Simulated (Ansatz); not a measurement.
Two isomers of CH6S2Si: A = `CSS[SiH3]`, B = `SC[SiH2]S`.

Program: Ansatz. Geometries: PBE0-D4/def2-TZVP. ΔE: electronic, gas phase. CCSD(T)/CBS adds triple-zeta CCSD(T) − MP2 to the extrapolated MP2 energy (def2 sets, frozen cores). Functionals use def2-TZVPP. B3LYP here is the variant with VWN-RPA as its local correlation; programs differ in this. Each species was taken in one conformer, which may not be the lowest.

(1) Which is lower in electronic energy at CCSD(T)/CBS, and by how much? (Estimate.)

(2) Give E(B) − E(A) in kcal/mol with PBE-D4, B3LYP, CCSD(T)/def2-SVP, ωB97M-V, B2PLYP, LDA (SPW92), PBE0-D4. (Best estimate.)

(3) Does the order hold for the free energy at 298.15 K (harmonic terms from PBE0-D4)? (An estimate is asked.)

Largest T1 diagnostic: 0.012.

## Answers

(1) Ansatz gave: B, by 6.7 kcal/mol.

(2) Computed: PBE-D4 -4.3, B3LYP -4.8, CCSD(T)/def2-SVP -10.2, ωB97M-V -6.7, B2PLYP -5.7, LDA (SPW92) -6.1, PBE0-D4 -5.6. None reverses the order clearly.

(3) Computed: Yes: G(B) − G(A) = -7.8 kcal/mol, for one conformer each.

From BLYP to BHLYP (50 % exact exchange), in def2-TZVPP and without D4, E(B) − E(A) moves by −2.4 kcal/mol. In def2-TZVPP, CCSD(T) changes the Hartree–Fock value by −1.3 kcal/mol (the triples alone add +0.4 kcal/mol) and MP2 by −1.0 kcal/mol.
